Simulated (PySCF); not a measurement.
# Bonding in `[SiH3][SiH2]c1nccs1`

Compound: C₃H₇NSSi₂.
SMILES with atom numbers: `[SiH3:1][SiH2:2][c:3]1[n:4][cH:5][cH:6][s:7]1` (hydrogens: H8, H9, H10 on Si1; H11, H12 on Si2; H13 on C5; H14 on C6)

Cartesian coordinates in Å at the GFN2-xTB level; atoms count from 1:
```xyz
14
C3H7NSSi2 angstrom
Si    -2.6336   -0.0684   -0.5969
Si    -1.1381   -0.3185    1.1448
C      0.5992   -0.0318    0.4826
N      0.9478   -0.3295   -0.7211
C      2.2371   -0.0321   -0.9858
C      2.9222    0.5243    0.0483
S      1.9023    0.6801    1.4201
H     -2.1392   -0.5602   -1.8808
H     -3.0234    1.3331   -0.7874
H     -3.8711   -0.7957   -0.2950
H     -1.2739    0.6382    2.2536
H     -1.1084   -1.6476    1.7740
H      2.6364   -0.2416   -1.9621
H      3.9420    0.8493    0.0835
```

Bond orders from the PBE0/pcSseg-1 density (PySCF). The structure is a single GFN2-xTB conformer in the gas phase; no vibrational or solvent corrections. GFN2-xTB frequencies show an imaginary mode (22i cm⁻¹), so this geometry is no minimum at that level.

Q: How far do the computed orders between heavy atoms stray from the drawn ones?

A: The largest departure is 0.391, at S7–C3 (drawn aromatic, 1.109), counting aromatic bonds as 1.5. Drawn single, order below 0.88: Si2–C3 (0.801). The bonds drawn aromatic range from 1.11 to 1.62.

Q: Set the Mayer orders of the bonds beside their lengths.

A: 
```tsv
bond	drawn as	length (Å)	Mayer order
Si1–Si2	single	2.309	0.915
Si2–C3	single	1.881	0.801
C3–N4	aromatic	1.288	1.618
N4–C5	aromatic	1.349	1.304
C5–C6	aromatic	1.360	1.539
C6–S7	aromatic	1.716	1.208
S7–C3	aromatic	1.756	1.109
Si1–H8	single	1.461	0.942
Si1–H9	single	1.467	0.932
Si1–H10	single	1.467	0.926
Si2–H11	single	1.471	0.935
Si2–H12	single	1.471	0.940
C5–H13	single	1.075	0.977
C6–H14	single	1.071	0.955
```

Bonds between the same two heavy elements. C–N: lowest N4–C5 (1.304, 1.349 Å), highest C3–N4 (1.618, 1.288 Å). C–S: lowest S7–C3 (1.109, 1.756 Å), highest C6–S7 (1.208, 1.716 Å).

Q: Sum the orders of all bonds at each heavy atom with more than one neighbour and set the sums beside the valence in the SMILES.

A: Si1 3.715 (drawn 4), Si2 3.591 (drawn 4), C3 3.528 (drawn 4), N4 2.922 (drawn 3), C5 3.820 (drawn 4), C6 3.702 (drawn 4), S7 2.317 (drawn 2). Orders between atoms that aren't bonded are not in these sums.

The Mayer order sums products of elements of PS (density times overlap matrix) between the two atoms' basis functions, so it depends on the basis set.

The run behind these numbers computed NMR shieldings as well. Time: 44 s; peak memory 0.80 GiB. Hardware: one thread of an Arm Neoverse N1, on a shared host.
